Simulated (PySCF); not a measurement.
Gas-phase equilibrium of 1 mol H₂S, 2.6 mol H₂ at 2000 K and 1.00 bar, among 9 species (S₂, S₆, H₂S₂, H, H₂S, SH, H₂, S₈, S). Only gases are allowed; each row takes one source of thermochemistry for all species, and Cantera finds the minimum.

Method: PySCF energies plus ideal-gas RRHO corrections (1 bar). † marks an energy on the PBE0/def2-TZVP geometry and frequencies; other levels use their own. 6-31G* has spherical d functions here. Open shells (unrestricted) among the columns below: S₂ (multiplicity 3), H (multiplicity 2), SH (multiplicity 2, electronic degeneracy 4); the rest are closed-shell singlets. Spin-orbit splitting is ignored; it lowers the true energy and changes the entropy of SH. B3LYP is the form with VWN-RPA correlation. The harmonic model lacks anharmonicity and excited electronic states, which grow with temperature; levels with a mode under 35 cm⁻¹ are left out.

Molecules larger than those listed are left out.

With B3LYP/6-31G* thermochemistry: H₂ 0.84, H₂S 0.052, S₂ 0.088, SH 0.019, H 0.0015.

Question: How far does the composition move with the other sources (B3LYP/def2-TZVP†, BLYP/def2-TZVP†, PBE0/def2-TZVP, LDA/def2-TZVP†, ωB97X-V/def2-TZVP†)?

Answer: 
```
thermochemistry     x H₂  x H₂S   x S₂    x SH      x H
------------------  ----  -----  -----  ------  -------
B3LYP/6-31G*        0.84  0.052  0.088   0.019   0.0015
B3LYP/def2-TZVP†    0.83  0.076  0.080   0.016   0.0015
BLYP/def2-TZVP†     0.85  0.045  0.096   0.011   0.0016
PBE0/def2-TZVP      0.81   0.11  0.067   0.013   0.0030
LDA/def2-TZVP†      0.77   0.19  0.038  0.0023  0.00096
ωB97X-V/def2-TZVP†  0.79   0.14  0.051   0.016   0.0019
```
The most sensitive of these is SH: it spans a factor of 10^0.9 over these rows; at this temperature one factor of ten is RT ln 10 = 38 kJ/mol.
